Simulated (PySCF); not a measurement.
# Deuteron quadrupole couplings in `C=Cc1ccc(C)c(F)p1`

Species: C₈H₈FP.
Atom-mapped SMILES: `[CH2:1]=[CH:2][c:3]1[cH:4][cH:5][c:6]([CH3:7])[c:8]([F:9])[p:10]1` (hydrogens: H11, H12 on C1; H13 on C2; H14 on C4; H15 on C5; H16, H17, H18 on C7)

Structure used (GFN2-xTB), in Å, numbered top down from 1:
```
atom  x, y, z in Å
C1     3.5578    0.3331    0.9766
C2     2.7136   -0.2726    0.1493
C3     1.2718   -0.0765    0.1248
C4     0.5242   -0.7919   -0.8053
C5    -0.8472   -0.7241   -0.9494
C6    -1.6725    0.0849   -0.1735
C7    -3.1523    0.1045   -0.4115
C8    -1.1094    0.8828    0.8063
F9    -1.9505    1.6624    1.5391
P10    0.5581    1.0447    1.2678
H11    4.6163    0.1424    0.9446
H12    3.2150    1.0409    1.7148
H13    3.0950   -0.9780   -0.5796
H14    1.0638   -1.4579   -1.4681
H15   -1.3141   -1.3350   -1.7090
H16   -3.6864    0.4076    0.4855
H17   -3.3905    0.8165   -1.2024
H18   -3.5015   -0.8775   -0.7219
```

Level: PBE0/pcSseg-1 (PySCF, non-relativistic); Q(2H) = 0.00286 b; rigid geometry, the same for H and D, with no vibrational averaging.

Question: Rank these positions by the coupling χzz of a deuteron there, largest first.
A. H18 (methyl hydrogen)
B. H11 (vinylic hydrogen)
C. H15 (aromatic hydrogen)

Answer: B (228 kHz), C (217 kHz), A (211 kHz).

Question: Tabulate Vzz, the asymmetry η and χzz = 234.96 MHz × Q × Vzz for every hydrogen position.

Answer: 
```tsv
atom	bonded to	bond length (Å)	Vzz (au)	η	χzz (kHz)
H11	C1	1.076	0.3386	0.05	228
H12	C1	1.079	0.3277	0.07	220
H13	C2	1.084	0.3192	0.08	214
H14	C4	1.083	0.3182	0.08	214
H15	C5	1.081	0.3227	0.07	217
H16	C7	1.087	0.3104	0.03	209
H17	C7	1.090	0.3093	0.02	208
H18	C7	1.088	0.3133	0.04	211
```

Question: How does χzz go with the bond length over the 8 C–H bonds?

Answer: A straight-line fit has a slope of -13.1 kHz for each 0.01 Å, with a correlation coefficient of -0.96, over lengths from 1.076 to 1.090 Å. The longer bonds have the smaller couplings here.

Question: A static deuteron (I = 1) shows a doublet split by (3/2)χ, (3/4)χ(1 + η) and (3/4)χ(1 − η) with the field along z, y and x of the gradient. What are these for H16?

Answer: With |χ| = 208.6 kHz and η = 0.033: 313, 162 and 151 kHz, to first order and without motion.

Geometry: GFN2-xTB, one conformer, isolated molecule. GFN2-xTB frequencies show an imaginary mode (37i cm⁻¹), so this geometry is no minimum at that level. GFN2-xTB bond lengths can be off by several hundredths of an ångström, more for odd bonds, and the gradients follow them. The small basis limits the accuracy of the gradients.

These values come from a run that also computed NMR shieldings. The run took 39 s on an Arm Neoverse V2 with one thread, shared host with 192 logical CPUs at a one-minute load of 60, and the process peaked at 0.96 GiB of memory.
